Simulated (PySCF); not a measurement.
An unknown is described by computed data only.

Formula: C5H5FP2.

* 13C NMR: chemical shifts (computed TMS as zero) by class: 266.0 (1 C), 189.9 (1 C), 171.2 (1 C), 143.3 (1 C), 25.0 (1 C) ppm [GIAO HF/pcSseg-1]
* UV, strongest line: among the 10 lowest singlet transitions: S6 at 5.33 eV (233 nm, f = 0.377) [TDDFT CAM-B3LYP/def2-SVPD]
* 1H NMR: chemical shifts (computed TMS as zero) by class: 9.15 (1 H), 8.27 (1 H), 2.94 (3 H) ppm [GIAO HF/pcSseg-1]
* Rotational structure: rotational constants A, B, C: 2.286, 1.315, 0.839 GHz [PBE0-D3(BJ)/def2-SVP]
* Polarisability: 109.2 au [CAM-B3LYP/def2-SVPD]
* UV, first state: lowest singlet excitation: 4.09 eV (303 nm, f = 0.002) [TDDFT CAM-B3LYP/def2-SVPD]
* NMR, other nuclei: isotropic shieldings of nuclei other than C and H, by class: 295 (1 F), 110 (1 P), 128 (1 P) ppm [GIAO HF/pcSseg-1]
* Dipole: 3.35 D [CAM-B3LYP/def2-SVPD]

Electronic properties: PySCF, gas phase, density fitting. Levels stand in brackets. Isolated species at its PBE0-D3(BJ)/def2-SVP geometry, gas phase. NMR values are class means; diastereotopic atoms form classes of their own.

Task: Give a SMILES that accounts for the data.

Result: Numbering: `[CH3:1][c:2]1[cH:3][cH:4][p:5][c:6]([F:7])[p:8]1`. 5 carbons fall into 5 classes; from least to most shielded: aromatic C–F carbon [C6] (266.0 ppm), substituted aromatic carbon [C2] (189.9 ppm), aromatic CH carbon [C4] (171.2 ppm), aromatic CH carbon [C3] (143.3 ppm), benzylic-type carbon [C1] (25.0 ppm). Hydrogen classes from least to most shielded: 1 H on an aromatic CH carbon, C4 (9.15 ppm), 1 H on an aromatic CH carbon, C3 (8.27 ppm), 3 H on a benzylic-type carbon, C1 (2.94 ppm). The other shieldings belong to: 295 ppm, aryl fluorine [F7]; 110 ppm, phosphorus bonded to 2 C [P8]; 128 ppm, phosphorus bonded to 2 C [P5]. By its constants the optimised geometry is an asymmetric top. Structure: `Cc1ccpc(F)p1`. The assignments are read from this structure; whether some other isomer fits the data as well wasn't checked.
